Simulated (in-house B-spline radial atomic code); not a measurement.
Whole-atom quantities along the 65-electron series, configuration 1s2 2s2 2p6 3s2 3p6 3d10 4s2 4p6 4d10 4f5/2(6) 4f7/2(7) 5s2 5p1/2(2) 5p3/2(2). Breit and QED terms are first order and not part of the total energy; the density at the nucleus is averaged over the nuclear charge. Computed with an all-electron radial atomic-structure program (B-spline basis): Dirac-Hartree-Fock, jj configuration that fills j = l - 1/2 first, finite nuclei.

| ion | Z | E/Z² (Eh) | Σ<r²> (bohr²) | n(0)/Z³ (bohr⁻³) | Lamb diamagnetic shielding (ppm) | repulsion over attraction | Breit energy (eV) | self-energy (eV) | vacuum polarisation (eV) |
| --- | --- | --- | --- | --- | --- | --- | --- | --- | --- |
| Lu6+ | 71 | -2.8889 | 23.629 | 2.8686 | 9005.41 | 0.14518 | 397.22 | 325.43 | -56.181 |
| Hf7+ | 72 | -2.9082 | 21.744 | 2.9856 | 9195.86 | 0.14389 | 417 | 343.19 | -60.108 |
| Ta8+ | 73 | -2.9272 | 20.126 | 3.1042 | 9387.81 | 0.14257 | 437.49 | 361.76 | -64.276 |
